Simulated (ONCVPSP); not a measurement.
**O (Z = 8), ONCV: configuration errors across variants**

O, optimised norm-conserving Vanderbilt (ONCV), made with ONCVPSP 4.0.1 (LDA (Perdew-Zunger), scalar-relativistic). Core [He], reference 2s2 2p3.75 (charge +0.25). Waves: 2s: rc 0.75 bohr, ncon 4, nbas 8, qcut 7.8 1/bohr, 1 projector; 2p: rc 1.65 bohr, ncon 4, nbas 8, qcut 10.5 1/bohr, 2 projectors, debl 2.8 Ha; d scattering state at 0.11 Ha: rc 1.60 bohr, ncon 4, nbas 7, qcut 6.8 1/bohr, 2 projectors, debl 4 Ha. Local part: polynomial inside 0.55 bohr (lpopt 4, dvloc0 1 Ha). Core correction: none.

All-electron excitation energies from the reference (eV): (1) 2s2 2p4 -2.731; (2) 2s2 2p3 13.853; (3) 2s2 2p2 47.561; (4) 2s0 2p6 26.497.

2 further variants failed, have other tests or another functional or relativity, and are left out.

Errors AE − PS in meV (a dash: test not solved or not reliable):

| change | (1) | (2) | (3) | (4) | bound ghosts | GHOST(+) flags above zero |
| --- | --- | --- | --- | --- | --- | --- |
| base | +1.1 | +19 | +207 | +100 | none | d |
| s: qcut 7.2; p: qcut 9.7; d: qcut 6.3 | +1.3 | +23 | +239 | +105 | none | d |
| local potential polynomial inside 0.55 bohr (lpopt 4, dvloc0 8 Ha) | +1.1 | +19 | +205 | +100 | none | none |
| all radii scaled by about 1.18 (s 0.88, p 1.94, d 1.88 bohr); local potential polynomial inside 0.64 bohr (lpopt 4, dvloc0 1 Ha) | +1.9 | +35 | +351 | +109 | none | d |
| s: rc 0.98 | +1.2 | +21 | +217 | +110 | none | d |
| local potential polynomial inside 0.75 bohr (lpopt 5, dvloc0 4 Ha) | +1.1 | +19 | +205 | +100 | none | none |
| d: rc 1.3 | +1.1 | +19 | +207 | +100 | none | none |
| core correction polynomial model core, fcfact 0.65 | +1.1 | +19 | +196 | +95 | none | d |

Problem. Give the same row for: s: qcut 8.4.

Solution. +1.1, +19, +205, +98; bound ghosts: none; GHOST(+) flags above zero: d.
